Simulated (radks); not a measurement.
The numbers below are computed, except where a source is named.
Ionisation of Ga+, [Ar] 3d10 4s2, to Ga2+, [Ar] 3d10 4s1, under several functionals. Dirac Kohn-Sham, spin-unpolarised, spherical densities, finite nucleus; a radial shooting solver on a logarithmic mesh with Libxc functionals.

\begin{tabular}{lrrrrrr}
functional & E(Ga+) (hartree) & Exc (hartree) & IE (eV) & -e(HOMO) (eV) & <r> HOMO (bohr) & IE error (eV) \\ \hline
XLYP & -1944.48502 & -76.04830 & 21.268 & 16.390 & 2.220 & +0.753 \\
exchange-only PBE & -1942.37120 & -73.89524 & 20.401 & 15.547 & 2.244 & -0.114 \\
HCTH/407 & -1945.08210 & -76.77596 & 21.036 & 16.319 & 2.225 & +0.521 \\
LDA (Slater exchange, Perdew-Wang correlation) & -1940.97583 & -72.48116 & 21.498 & 16.652 & 2.204 & +0.983 \\
PW91 & -1944.24805 & -75.81713 & 21.223 & 16.425 & 2.213 & +0.708 \\
B86b exchange with PBE correlation & -1944.17564 & -75.74136 & 21.178 & 16.374 & 2.214 & +0.663 \\
LDA (Slater exchange, Perdew-Zunger correlation) & -1940.97204 & -72.47741 & 21.503 & 16.657 & 2.204 & +0.988 \\
exchange-only LDA & -1938.25848 & -69.71043 & 20.269 & 15.444 & 2.229 & -0.246 \\
\end{tabular}

NIST Atomic Spectra Database: 20.515 eV (measured). Closest: exchange-only PBE. The Delta-SCF values span 1.23 eV, the total energies 6.82 hartree. The highest occupied level is 4s1/2. Spin polarisation and multiplet splitting are left out, so open shells lie too high by an amount that depends on their filling.

Beside tabulated values, note that spin-unpolarised runs miss the spin-polarisation part of the exchange energy of open shells.
